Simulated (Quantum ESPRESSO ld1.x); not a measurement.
Results of a calculation; reference values are marked as such.
Problem. Species: Nb4+. Configuration: [Kr] 4d0.75 4f0.25 (fractional occupations, a model configuration). Code: ld1.x of Quantum ESPRESSO 7.5. Model: Dirac Kohn-Sham, PW91, spin-unpolarised, spherical densities, point nucleus; open shells fill j = l - 1/2 first. Some entries of the table are withheld. Estimate them.

| orbital | occ. | eigenvalue (Ry) | <r^2> (bohr^2) | <r> (bohr) |
|---|---|---|---|---|
| 1s1/2 | 2 | -1385.55 | 0.001757 | 0.03609 |
| 2s1/2 | 2 | -196.890 | 0.02938 | (1) |
| 2p1/2 | 2 | (2) | 0.02223 | 0.1346 |
| 2p3/2 | 4 | (3) | 0.02361 | 0.1391 |
| 3s1/2 | 2 | -35.8202 | 0.2249 | 0.4429 |
| 3p1/2 | 2 | -29.8392 | 0.2240 | (4) |
| 3p3/2 | 4 | -28.6968 | 0.2347 | (5) |
| 3d3/2 | 4 | -18.1349 | 0.2234 | (6) |
| 3d5/2 | 6 | -17.9219 | 0.2269 | (7) |
| 4s1/2 | 2 | -7.70676 | 1.450 | 1.133 |
| 4p1/2 | 2 | -6.00242 | 1.719 | 1.229 |
| 4p3/2 | 4 | -5.83316 | 1.791 | 1.255 |
| 4d3/2 | 0.75 | -3.28555 | 2.930 | 1.589 |
| 4d5/2 | 0 | -3.26530 | 2.965 | 1.599 |
| 5s1/2 | 0 | -2.63367 | 7.594 | (8) |
| 5p1/2 | 0 | -2.17246 | 9.583 | 2.927 |
| 5p3/2 | 0 | -2.13864 | 9.878 | 2.972 |
| 4f5/2 | 0.25 | -1.38017 | 10.89 | 3.064 |
| 4f7/2 | 0 | -1.37990 | 10.90 | 3.065 |

Solution. 
(1) 2s1/2 <r> (bohr): 0.1577
(2) 2p1/2 eigenvalue (Ry): -181.003
(3) 2p3/2 eigenvalue (Ry): -173.960
(4) 3p1/2 <r> (bohr): 0.4384
(5) 3p3/2 <r> (bohr): 0.4489
(6) 3d3/2 <r> (bohr): 0.4304
(7) 3d5/2 <r> (bohr): 0.4339
(8) 5s1/2 <r> (bohr): 2.608
